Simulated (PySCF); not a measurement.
CF4, charge +1, doublet, at a GFN2-xTB geometry (a state made from the parent by changing its charge; the spin is typed, not shown lowest), with bond 3-2 at 2.0 times its length. Base run: B3LYP/pcseg-1 (PySCF).

PySCF was given this input:
```python
from pyscf import gto, scf, dft

mol = gto.M(
    atom='''
F     0.012440   -1.039185   -0.821380
C    -0.000000    0.000000    0.000000
F    -0.345811    2.272553   -1.317126
F    -1.008016   -0.071222    0.856479
F     1.168482   -0.025869    0.623464
''',
    basis='pcseg-1',
    charge=1,
    spin=1,
    verbose=4,
)

mf = dft.UKS(mol)
mf.xc = 'b3lyp'
mf.kernel()
mf.analyze()
```

Each row names what was changed in the base input (with any setting that the change needs).

| change | ΔE vs base (µEh) | SCF cycles | <S^2> | outcome |
|---|---|---|---|---|
| base | 0.0 | 17 | 0.756 | converged |
| solver = newton; init_guess = 1e | 0.6 | - | 0.756 | converged |
| level_shift = 1.0 (with mf.max_cycle = 100) | 1.0 | 83 | 0.756 | converged |
| init_guess = mod_huckel | -17.6 | 24 | 0.756 | converged |
| damp = 0.5; diis_start_cycle = 5 | 0.0 | 19 | 0.756 | converged |
| conv_tol_grad = 1e-7 | - | 50 | - | not converged |
| conv_tol = 1e-7 | 0.2 | 10 | 0.756 | converged |
| init_guess = huckel | 1.0 | 18 | 0.756 | converged |
| level_shift = 0.3 (with mf.max_cycle = 100) | -17.5 | 32 | 0.756 | converged |
| diis = off (with mf.max_cycle = 100) | - | 100 | - | not converged |
| init_guess = 1e | 0.5 | 28 | 0.756 | converged |
| diis = off; damp = 0.6 (with mf.diis_start_cycle = 200; with mf.max_cycle = 150) | 0.0 | 63 | 0.756 | converged |
| diis = off; damp = 0.3 (with mf.diis_start_cycle = 200; with mf.max_cycle = 150) | - | 150 | - | not converged |

Open shells are given as the SCF converged; they aren't shown to be the lowest states, and a large step between rows can be another state.
